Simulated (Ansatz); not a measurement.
Reaction R1 + R2 → P1 + P2, each structure at its B3LYP-D3(BJ)/def2-TZVP stationary point, reached from a drawn start (curvature not checked).
P1: F atom, charge 0, multiplicity 2.
P2, H2O (SMILES O) (charge 0, multiplicity 1):
```xyz
3

O      0.000     0.000     0.390
H      0.000     0.765    -0.195
H      0.000    -0.765    -0.195
```
R1: OH (SMILES [OH]), charge 0, multiplicity 2.
R2: HF (SMILES F), charge 0, multiplicity 1.

P less R. No zero-point or thermal terms; singlets are restricted closed shells; open shells are unrestricted; no spin–orbit coupling.

Correlated levels freeze the cores. CBS(a, b) extrapolates the correlation energy as X⁻³ and adds the Hartree–Fock energy of set b.

Programs: Ansatz (an electronic-structure program) with Gaussian orbitals. All values are computed, each at the level named.

The comparison value is 15.90 kcal/mol (CCSD(T)/CBS(cc-pVTZ, cc-pVQZ)). It is a level with limits of its own, not the exact answer.

Q: Order these levels by how close they come to the comparison value for the reaction energy, closest first: HF/cc-pVQZ, SVWN5/def2-TZVPP, r2SCAN/def2-TZVPP, HF/cc-pVDZ, B2PLYP/def2-TZVPP. Give each level's value less the comparison value.

A: B2PLYP/def2-TZVPP (-0.41 kcal/mol), r2SCAN/def2-TZVPP (0.67 kcal/mol), SVWN5/def2-TZVPP (3.58 kcal/mol), HF/cc-pVQZ (-6.70 kcal/mol), HF/cc-pVDZ (-8.99 kcal/mol)
